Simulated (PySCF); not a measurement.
CH3Cl2FOSi, SMILES F[Si](OC)(Cl)Cl.

The structure is a stationary point at PBE-D3(BJ)/def2-SVP. Other conformers were not sampled.

Method: PBE-D3(BJ)/def2-SVP run with PySCF.

Frequencies are harmonic and unscaled.

Computed harmonic wavenumbers and intensities:
```
mode  ν (cm⁻¹)  IR (km/mol)  moving atoms (share of kinetic energy)
----  --------  -----------  --------------------------------------
1           55          2.9  C 32 %, H 22 %, F 19 %, O 15 %, Cl 9 %
2           93          0.1                                  H 97 %
3          129          3.1                 C 35 %, Cl 34 %, H 19 %
4          160          0.9                  Cl 70 %, O 11 %, F 9 %
5          215          7.0         F 46 %, Cl 20 %, O 14 %, C 12 %
6          254         10.0        F 31 %, Cl 25 %, Si 23 %, O 17 %
7          300         20.9         O 37 %, F 26 %, Cl 25 %, Si 8 %
8          331         10.0          Cl 36 %, O 31 %, F 12 %, C 8 %
9          487         34.2        Cl 48 %, Si 20 %, O 16 %, F 13 %
10         642        245.8                        Si 70 %, Cl 27 %
11         791        108.4                 Si 45 %, O 23 %, C 17 %
12         912        128.1                         F 47 %, Si 46 %
13        1118        200.1                  H 34 %, O 33 %, C 29 %
14        1133          2.9                          H 76 %, C 18 %
15        1171        150.2                  H 43 %, O 31 %, C 23 %
16        1420          3.1                                  H 91 %
17        1422          7.1                                  H 95 %
18        1426          4.6                                  H 95 %
19        2949         52.2                                  H 97 %
20        3033         20.6                          H 90 %, C 10 %
21        3070         14.5                          H 90 %, C 10 %
```
